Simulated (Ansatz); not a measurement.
C₃H₅Al (`C=[C]1[CH2][AlH]1`). Charge 0, multiplicity 1.

```json
{"atom": "C1", "x (Å)": "0.496", "y (Å)": "-1.257", "z (Å)": "0.912"}
{"atom": "C2", "x (Å)": "0.110", "y (Å)": "-0.091", "z (Å)": "0.412"}
{"atom": "C3", "x (Å)": "-0.764", "y (Å)": "0.206", "z (Å)": "-0.821"}
{"atom": "Al4", "x (Å)": "0.369", "y (Å)": "1.650", "z (Å)": "-0.241"}
{"atom": "H5", "x (Å)": "0.102", "y (Å)": "-2.204", "z (Å)": "0.539"}
{"atom": "H6", "x (Å)": "1.219", "y (Å)": "-1.319", "z (Å)": "1.720"}
{"atom": "H7", "x (Å)": "-1.809", "y (Å)": "0.400", "z (Å)": "-0.553"}
{"atom": "H8", "x (Å)": "-0.711", "y (Å)": "-0.482", "z (Å)": "-1.665"}
{"atom": "H9", "x (Å)": "0.990", "y (Å)": "3.097", "z (Å)": "-0.303"}
```

(1) List the harmonic frequencies (cm⁻¹, unscaled) at PBE0-D4/def2-TZVP in Ansatz. (An estimate is asked.)

(2) Is this a minimum?

(3) Give the ideal-gas thermochemistry at 298.15 K and 1 bar (rigid rotor, harmonic oscillator; point group C1, symmetry number 1).

(4) And at 400, 500, 600, 800 and 1000 K?

## Answers

(1) The calculation gave: 139, 322, 368, 470, 500, 602, 640, 683, 875, 947, 954, 1016, 1112, 1387, 1436, 1703, 1962, 3040, 3097, 3127, 3192.

(2) Yes, all 21 modes are real.

(3) Zero-point energy 164.9 kJ/mol; H(298) − E = 181.4 kJ/mol; entropy 299.9 J/(mol·K), of which translation 161.5, rotation 103.5, vibration 34.9; G(298) − E = 92.0 kJ/mol.

(4) 
```
T (K)  H − E (kJ/mol)  S (J/mol/K)  G − E (kJ/mol)
  400           191.2        328.1            60.0
  500           202.5        353.2            25.9
  600           215.1        376.1           -10.5
  800           243.3        416.5           -89.9
 1000           274.4        451.1          -176.8
```
